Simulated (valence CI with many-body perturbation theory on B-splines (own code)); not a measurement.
## Br21+: fill in the table

Method: configuration interaction combined with many-body perturbation theory (CI+MBPT): four valence electrons over a frozen Dirac-Fock core [Ne], radial functions for each j: 11 s, 11 p, 9 d, 7 f, 5 g, 2 h, 1 i, with the one-electron correlation potential Σ1, the two-electron term Σ2, the three-electron term Σ3, Breit, model QED; selected CI, second order for the rest (own B-spline code, finite nucleus).

No measured levels were compared; by estimate levels of excited configurations hold to 0.05 to 0.15 % of their energy, terms of the ground configuration to about 0.5 %.

| Level | E (cm⁻¹) |
| --- | --- |
| 3s²3p² ³P_0 | 0 |
| 3s²3p² ³P_1 | 58046 |
| 3s²3p² ³P_2 | ? |
| 3s²3p² ¹D_2 | 162810 |
| 3s²3p² ¹S_0 | 229780 |
| 3s3p³ ⁵S°_2 | 435870 |
| 3s3p³ ³D°_1 | 539550 |
| 3s3p³ ³D°_2 | ? |
| 3s3p³ ³D°_3 | ? |
| 3s3p³ ³P°_0 | 628460 |
| 3s3p³ ³P°_2 [a] | ? |
| 3s3p³ ³P°_1 | 636000 |
| 3s3p³ ³P°_2 [b] | ? |
| 3s3p³ ³S°_1 | 740840 |
| 3s²3p3d ³F°_2 | 743330 |
| 3s²3p3d ³F°_3 | 769240 |
| 3s²3p3d ³F°_4 | 822240 |
| 3s3p³ ¹P°_1 | ? |
| 3s²3p3d ³P°_2 [a] | 828410 |
| 3s²3p3d ³D°_1 | 841320 |

Names give the largest LS component (configuration and term), which can be under half, so a name can repeat, a term be missing and a line seem to break the LS rules; names also repeat where a configuration has a term twice. Letters in brackets count levels of one name in rising energy.

The levels stand in rising order. What does the calculation give for the missing energies?

3s²3p² ³P_2 82513; 3s3p³ ³D°_2 545970; 3s3p³ ³D°_3 568830; 3s3p³ ³P°_2 [a] 636000; 3s3p³ ³P°_2 [b] 694140; 3s3p³ ¹P°_1 823550.
